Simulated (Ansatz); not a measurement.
Consider the substitution at a C–B bond: `COCBCl` + CH₃OH → `COCOC` + `BCl`.

Gas-phase electronic energies from Ansatz, PBE0-D4/def2-TZVP geometries. CBS: MP2 limit from def2 TZ/QZ plus the TZ coupled-cluster correction, frozen cores. This one scheme is used for every species. Functionals use def2-TZVPP. Each species was taken in one conformer, which may not be the lowest.

```tsv
level	ΔE (kcal/mol)
PBE-D4	8.4
PBE0-D4	8.5
r2SCAN	7.8
r2SCAN0	7.9
BHLYP	6.8
MP2/def2-TZVPP	7.4
MP2/def2-QZVPP	8.1
MP2/CBS(def2)	8.5
```

What does CCSD(T)/CBS give? (An estimate is asked.)

Ansatz gave: +7.8 kcal/mol. The listed levels differ from it by 0.6, 0.7, 0.0, 0.1, -1.0, -0.4, 0.3, 0.7 kcal/mol.

What do rigid-rotor, harmonic-oscillator terms from PBE0-D4/def2-TZVP frequencies (298.15 K, 1 bar) make of the CCSD(T)/CBS value? (Estimate.)

Computed: ΔZPE = -0.1 kcal/mol, ΔH = +7.5 kcal/mol, ΔS = -17 J/(mol·K), ΔG = +8.7 kcal/mol.

Largest T1 diagnostic among the species: 0.012.

In def2-TZVPP, CCSD(T) changes the Hartree–Fock value by +1.6 kcal/mol (the triples alone add −0.2 kcal/mol) and MP2 by +2.3 kcal/mol. Leaving LDA and LC-ωPBE aside and taking each functional with its dispersion term where it has one, the values, not all of them listed here, spread over 1.9 kcal/mol, from ωB97X-V to HSE06-D4. At CCSD(T), def2-SVP lies −4.4 kcal/mol from the extrapolated value and def2-TZVPP −1.1 kcal/mol.

CCSD(T)/CBS has its own doubt, a few kJ/mol and more with outer-core shells, so smaller differences from it don't rank the levels.
